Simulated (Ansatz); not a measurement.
```yaml
crystal:
  periodic: [false, false, false]
  atoms:
    - {symbol: P, position_ang: [-1.693341, 0.985043, 0.386239]}
    - {symbol: Si, position_ang: [-0.148204, -0.511578, 0.319491]}
    - {symbol: C, position_ang: [1.549426, -0.175992, 0.047123]}
    - {symbol: S, position_ang: [0.842109, -0.879474, -1.411454]}
    - {symbol: H, position_ang: [-2.616350, 0.315957, -0.047473]}
    - {symbol: H, position_ang: [-1.181369, 1.703054, -0.623532]}
    - {symbol: H, position_ang: [-0.508892, -1.693394, 1.435714]}
    - {symbol: H, position_ang: [1.818580, 0.805348, -0.251786]}
    - {symbol: H, position_ang: [2.281034, -0.578854, 0.426902]}
basis:
  gaussian: {orbitals: def2-TZVPP}
total_charge: -1
magnetization: {spin_polarized: true, initial_magnetization: 1}
hamiltonian: {xc: {name: HF}}
correlation: {active_space: {window: {electrons: 3, orbitals: 2}}}
accuracy: high
output: {forces: true}
```

```sh
$ ansatz run in.yaml --threads 2 --pin off --events-out ev --progress --plain --max-ram 4352MiB
```

Problem. How does Ansatz answer? (An estimate is asked.)

Solution. Computed: The program refused the input.
```
Error: invalid value for `correlation.active_space`: it starts from restricted Hartree–Fock orbitals; set hamiltonian.xc: hf without magnetization.spin_polarized
```
